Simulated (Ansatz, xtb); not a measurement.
Species: TeF3, charge 0, multiplicity 2. It need not be the lowest isomer of its formula. SMILES: F[Te](F)F
Coordinates optimised at B3LYP-D3(BJ)/def2-TZVP (Ansatz, an electronic-structure program):
```xyz
4

Te    -0.0002    -0.2213     0.1277
F     -1.9117    -0.2539    -0.2983
F      0.0010     1.4032    -0.8097
F      1.9116     0.1291     0.3703
```
Charge 0, spin multiplicity 2.

Harmonic wavenumbers from GFN2-xTB (xtb, at its own minimum), cm⁻¹: 84, 185, 269, 430, 443, 498.

Task: Give the harmonic wavenumbers at B3LYP-D3(BJ)/def2-TZVP (Ansatz, finite differences of forces, unscaled).

Result: 30, 181, 291, 550, 561, 659 cm⁻¹. Zero-point energy 3.2 kcal/mol.
